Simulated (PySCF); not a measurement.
Vertical excitations of a molecule CH₅BFNO from TDDFT-PBE0/def2-SVPD (PySCF), as energy in eV (oscillator strength): 6.75 (0.011), 7.71 (0.034), 7.90 (0.022), 8.39 (0.002), 8.44 (0.001), 8.47 (0.007), 8.64 (0.215), 8.73 (0.011), 9.06 (0.009), 9.09 (0.024). Lowest triplet (TDA): 6.53 eV. Coordinates come from a PBE0-D3(BJ)/def2-SVP optimisation. The values are those of a single conformer.

**Question.** Identify the compound among the candidates.
A) CNB(O)F
B) COB(N)F
C) NB(O)CF

**Answer.** C, NB(O)CF
